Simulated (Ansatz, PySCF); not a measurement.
B(PH2)3 (BH₆P₃), SMILES PB(P)P. Atoms are numbered in the order given.

```xyz
10

B      0.0383    -0.0106     0.0000
P      0.1150     1.8830     0.0000
H     -0.7667     2.2021     1.0715
H     -0.7667     2.2021    -1.0715
P     -0.1110    -0.9439     1.6450
H      0.6527    -0.0915     2.4908
H      0.8707    -1.9616     1.4790
P     -0.1110    -0.9439    -1.6450
H      0.8707    -1.9616    -1.4790
H      0.6527    -0.0915    -2.4908
```
Charge 0, spin multiplicity 1.

Coordinates come from a PBE0-D3(BJ)/def2-SVP optimisation. The values are those of a single conformer.

Two levels are set side by side: PBE-D3(BJ)/def2-SVP (Ansatz, a first-principles code) and PBE0-D3(BJ)/def2-SVP (Ansatz). Each level has its own optimised geometry; the coordinates shown are those of the second. Frequencies come from the Hessian of PySCF at each geometry. Differences are taken from unrounded values.

```json
[
 {"quantity": "mean bond length (Å)", "PBE0-D3(BJ)": "1.581"},
 {"quantity": "bond B1–P2 (Å)", "PBE0-D3(BJ)": "1.895"},
 {"quantity": "bond B1–P5 (Å)", "PBE0-D3(BJ)": "1.897"},
 {"quantity": "bond B1–P8 (Å)", "PBE0-D3(BJ)": "1.897"},
 {"quantity": "bond P2–H3 (Å)", "PBE0-D3(BJ)": "1.424"},
 {"quantity": "bond P2–H4 (Å)", "PBE0-D3(BJ)": "1.424"},
 {"quantity": "bond P5–H6 (Å)", "PBE0-D3(BJ)": "1.423"},
 {"quantity": "bond P5–H7 (Å)", "PBE0-D3(BJ)": "1.424"},
 {"quantity": "bond P8–H9 (Å)", "PBE0-D3(BJ)": "1.424"},
 {"quantity": "bond P8–H10 (Å)", "PBE0-D3(BJ)": "1.423"},
 {"quantity": "highest harmonic wavenumber (cm⁻¹)", "PBE0-D3(BJ)": "2449"},
 {"quantity": "mean harmonic wavenumber (cm⁻¹)", "PBE0-D3(BJ)": "1056"},
 {"quantity": "zero-point energy (kcal/mol)", "PBE0-D3(BJ)": "36.23"}
]
```

Q: What does PBE-D3(BJ) give, and how far is it from PBE0-D3(BJ)? (The exact figures need the calculation; the answer reports its results.)

A: 
| quantity | PBE-D3(BJ) | PBE-D3(BJ) minus PBE0-D3(BJ) |
|---|---|---|
| mean bond length (Å) | 1.592 | 0.010 |
| bond B1–P2 (Å) | 1.902 | 0.007 |
| bond B1–P5 (Å) | 1.904 | 0.007 |
| bond B1–P8 (Å) | 1.904 | 0.007 |
| bond P2–H3 (Å) | 1.436 | 0.012 |
| bond P2–H4 (Å) | 1.436 | 0.012 |
| bond P5–H6 (Å) | 1.435 | 0.012 |
| bond P5–H7 (Å) | 1.436 | 0.012 |
| bond P8–H9 (Å) | 1.436 | 0.012 |
| bond P8–H10 (Å) | 1.435 | 0.012 |
| highest harmonic wavenumber (cm⁻¹) | 2362 | -87 |
| mean harmonic wavenumber (cm⁻¹) | 1019 | -37 |
| zero-point energy (kcal/mol) | 34.95 | -1.28 |

GGA bonds tend to be longer and softer than those of functionals with exact exchange. Differences between two approximate levels are no errors against the true value.
